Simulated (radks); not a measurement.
Question: The chromium ion Cr10+ is in [Ne] 3s2 3p2. Calculated with a radial shooting solver on a logarithmic mesh with Libxc functionals: scalar-relativistic Kohn-Sham, r2SCAN, spin-polarised, spherical densities, finite nucleus; meta-GGA in the generalised Kohn-Sham scheme; Fermi nuclear charge, rms radius of each element as measured or else 0.836 A^(1/3) + 0.57 fm. Open shells are filled with parallel spins first. One electron is removed from 2p, 3s, 2s, 3p in turn, with full relaxation. Which removal costs least, and what does each cost?

Answer: 3p 270.32 eV; 3s 291.47 eV; 2p 855.45 eV; 2s 958.98 eV. The 3p electron leaves first.
